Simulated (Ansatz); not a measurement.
Z-matrix (Å, degrees):
```
N
B 1 1.427
H 1 1.003 2 122.5
H 1 1.003 2 122.6 3 -163.5
N 2 1.426 1 119.9 3 -10.9
N 2 1.426 1 120.1 3 169.0
H 5 1.002 2 122.8 1 -8.2
H 5 1.002 2 122.9 1 -176.5
H 6 1.002 2 123.1 1 173.2
H 6 1.002 2 123.1 1 -0.1
```

Total charge 0; spin multiplicity 1.

Problem. List the PBE/def2-TZVPP orbital energies in eV (Ansatz 0.2.0). (Best estimate.)

Solution. The calculation gave: Occupied: -379.34, -379.33, -379.33, -176.30, -21.33, -20.23, -20.22, -12.54, -12.24, -12.23, -10.88, -9.64, -9.63, -7.47, -5.11, -5.10. Lowest empty: 0.09, 1.18, 1.19, 2.06, 2.08, 2.65, 3.01, 3.41.
